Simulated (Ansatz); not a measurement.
`F[SiH2]O[SiH3]` + `[SiH3]`• → `F[SiH2]O[SiH2]`• + SiH₄ at 298.15 K and 1 bar (hydrogen abstraction from the Si–H bond).

Gas-phase electronic energies from Ansatz, PBE0-D4/def2-TZVP geometries. CBS: MP2 limit from def2 TZ/QZ plus the TZ coupled-cluster correction, frozen cores. This one scheme is used for every species. Open shells (•) are unrestricted, without spin–orbit coupling. One conformer a species, not always the lowest.

| species | CCSD(T)/CBS energy (Eh) | H − E (kJ/mol) | S (J/(mol·K)) |
| --- | --- | --- | --- |
| `F[SiH2]O[SiH3]` | -756.28164 | 151.9 | 350.2 |
| `[SiH3]`• | -290.80808 | 66.0 | 217.1 |
| `F[SiH2]O[SiH2]`• | -755.62367 | 126.0 | 353.7 |
| SiH₄ | -291.46306 | 92.1 | 204.8 |

H − E and S are ideal-gas, rigid-rotor, harmonic terms from PBE0-D4/def2-TZVP, for one conformer and one mirror image of each species, with the whole ground term of open shells counted as degenerate. 1 Eh = 2625.50 kJ/mol, R = 8.31446 J/(mol·K).

**Question.** By hand: ΔE, ΔH, ΔS and ΔG.

**Answer.** ΔE = (-755.62367) + (-291.46306) − (-756.28164) − (-290.80808) = 0.00299 Eh = 7.9 kJ/mol. Δ(H − E) = 126.0 + 92.1 − 151.9 − 66.0 = 0.2, so ΔH = 8.1 kJ/mol. ΔS = 353.7 + 204.8 − 350.2 − 217.1 = -8.8 J/(mol·K). ΔG = 8.1 − 298.15 × (-8.8)/1000 = 10.7 kJ/mol.

**Question.** By hand: the equilibrium constant, and the temperature at which ΔG would vanish if ΔH and ΔS stayed fixed.

**Answer.** log₁₀ K = −ΔG/(RT ln 10) = -1.9. ΔH and −TΔS have one sign here, so there is no such temperature.

The number of gas molecules stays the same, so ΔS is small and ΔH decides. A doubt of 5 kJ/mol in ΔE shifts log₁₀ K by 0.9 here. Other conformers and mirror images would add mixing entropy, several J/(mol·K) or more a flexible species. Modes under 60 cm⁻¹, often nearly free rotors, make the harmonic entropy too high. These are equilibria of isolated gas molecules and say nothing of rates. Largest T1 diagnostic: 0.015 (customary marks: 0.02 for closed shells, 0.045 for open ones).

ΔS is within the doubt of such terms, so its sign, and with it that verdict, could turn.
